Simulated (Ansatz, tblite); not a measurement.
Cost and result up the ladder for the cluster Ge₃Cl (4 atoms). Charge 0, multiplicity 2. Geometry: r2SCAN-D4/def2-SVP.

```xyz
4

Ge   -0.170    1.268    0.415
Ge   -0.245   -0.629    1.895
Ge   -0.037   -1.279   -0.413
Cl    0.452    0.640   -1.897
```

Ansatz on 4 threads of Arm Neoverse V2 on a shared host; xTB runs through tblite on one thread. Times are rough, summed over both states, and most runs start from the orbitals of an earlier one. PBE-QIDH/def2-TZVP serves as the yardstick here, not as an exact answer. Differences are given only for rows in sets of like size (and for xTB, whose basis is part of the method), since another set adds its own error. The other state is a quartet at its own geometry, which has other bonds, so the gap mixes isomer and spin.

The xTB rows come from tblite. Correlated methods freeze 32 core orbitals; core or outer-core shells of Ge are correlated, in sets that lack core-valence functions. The rows differ in basis, and correlated rows in double-zeta sets carry the largest basis error. The structure comes from a short search, and lower isomers may exist.

Run but left out: HF/STO-3G (doublet: ⟨S²⟩ 1.36, where a pure state has 0.75).

Correlated methods converge slowly with the basis, most of all in double-zeta sets (MP2 moves by 0.12 eV from def2-SVP to def2-TZVP here).

xTB has no spin-polarisation term.

```json
{"level": "GFN1-xTB", "functions": "36", "wall time": "0.007 s", "quartet − doublet (eV)": "1.52", "difference from PBE-QIDH/def2-TZVP (eV)": "0.26", "remarks": "–"}
{"level": "GFN2-xTB", "functions": "36", "wall time": "0.008 s", "quartet − doublet (eV)": "1.50", "difference from PBE-QIDH/def2-TZVP (eV)": "0.23", "remarks": "–"}
{"level": "PBE-D4/def2-TZVP", "functions": "181", "wall time": "5.2 s", "quartet − doublet (eV)": "1.24", "difference from PBE-QIDH/def2-TZVP (eV)": "-0.03", "remarks": "–"}
{"level": "PBE0-D4/def2-TZVP", "functions": "181", "wall time": "12 s", "quartet − doublet (eV)": "1.14", "difference from PBE-QIDH/def2-TZVP (eV)": "-0.13", "remarks": "–"}
{"level": "r2SCAN-D4/def2-TZVP (with forces)", "functions": "181", "wall time": "16 s", "quartet − doublet (eV)": "1.15", "difference from PBE-QIDH/def2-TZVP (eV)": "-0.11", "remarks": "–"}
{"level": "PBE-QIDH/def2-TZVP", "functions": "181", "wall time": "20 s", "quartet − doublet (eV)": "1.27", "difference from PBE-QIDH/def2-TZVP (eV)": "0.00", "remarks": "–"}
{"level": "r2SCANh-D4/def2-TZVP", "functions": "181", "wall time": "20 s", "quartet − doublet (eV)": "1.12", "difference from PBE-QIDH/def2-TZVP (eV)": "-0.14", "remarks": "–"}
{"level": "MP2/def2-TZVP", "functions": "181", "wall time": "20 s", "quartet − doublet (eV)": "1.49", "difference from PBE-QIDH/def2-TZVP (eV)": "0.22", "remarks": "spin-contaminated (⟨S²⟩ 0.85) (doublet)"}
{"level": "CCSD(T)/def2-SVP", "functions": "114", "wall time": "50 s", "quartet − doublet (eV)": "1.17", "difference from PBE-QIDH/def2-TZVP (eV)": "–", "remarks": "–"}
```
